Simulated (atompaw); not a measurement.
## Ce (Z = 58) PAW (atompaw): all-electron and pseudo phase curves

cerium, PAW, made with atompaw 4.2.0.5 (PBE, scalar-relativistic). Core [Kr] 4d10, reference 4f1 5s2 5p6 5d1 6s2 6p0. Waves: 5s (bound): rc 1.65 bohr; 6s (bound): rc 3.00 bohr; 5p (bound): rc 1.90 bohr; 6p (bound, empty): rc 3.00 bohr; 5d (bound): rc 3.00 bohr; 5d channel at 0.1 Ry: rc 3.00 bohr; 4f (bound): rc 1.15 bohr; 4f channel at 1.25 Ry: rc 1.15 bohr. Local part: bessel scheme, radius 2.40 bohr. Core correction: smooth core density matched at 1.55 bohr. Augmentation charge: besselshape compensation charge, radius 2.50 bohr; PAW radius 3.00 bohr; waves and projectors: custom polynom2 7 10 vanderbiltortho.

The phase is arctan(r·u′/u) with u = r·R(r), unwrapped; energies in Ry, scanned from -5 to 5 Ry. A pole is an energy at which the radial function vanishes at the test radius. The pseudo phase is shifted by a multiple of π to meet the all-electron one at the reference energy, and phase errors are pseudo minus all-electron; the curves can meet again beyond the range given. Levels narrower than the energy grid can be missing from the lists of poles.

Task: For each channel, where are the poles, and over which energies does the pseudopotential scatter like the atom?

Result:

| channel | radius (bohr) | reference energy (Ry) | poles, all-electron | poles, pseudo | unbroken range about the reference energy with phases within 0.05 rad | phase error 1 Ry above the reference energy (rad) |
| --- | --- | --- | --- | --- | --- | --- |
| s | 3.01 | -0.28 | -2.90, 2.76 | -2.90, 0.76, 3.39 | below 0.1 | -0.456 |
| p | 3.01 | -0.10 | -1.49, 3.98 | -1.50, 3.03 | below 0.8 | -0.075 |
| d | 3.01 | -0.22 | 0.58 | 0.58 | below 2.4 | +0.000 |
| f | 3.01 | -0.40 | -0.34, 3.19 | -0.34, 3.23 | below 4.7 | +0.000 |

A Bessel basis up to 400 Ry misses an occupied level by 0.27 Ry, so cutoffs and ghosts were not judged.

Phases in the p channel:

```
E (Ry)  all-electron  pseudo
 -5.00         1.407   1.404
 -4.52         1.395   1.392
 -4.04         1.381   1.378
 -3.56         1.361   1.358
 -3.08         1.331   1.327
 -2.60         1.274   1.270
 -2.12         1.062   1.057
 -1.64        -1.418  -1.419
 -1.16        -1.702  -1.703
 -0.68        -1.795  -1.796
 -0.20        -1.888  -1.888
  0.28        -2.040  -2.042
  0.76        -2.413  -2.449
  1.24        -3.469  -3.658
  1.72        -4.223  -4.344
  2.20        -4.467  -4.556
  2.68        -4.577  -4.660
  3.16        -4.642  -4.729
  3.64        -4.687  -4.789
  4.12        -4.722  -4.853
  4.60        -4.754  -4.940
```
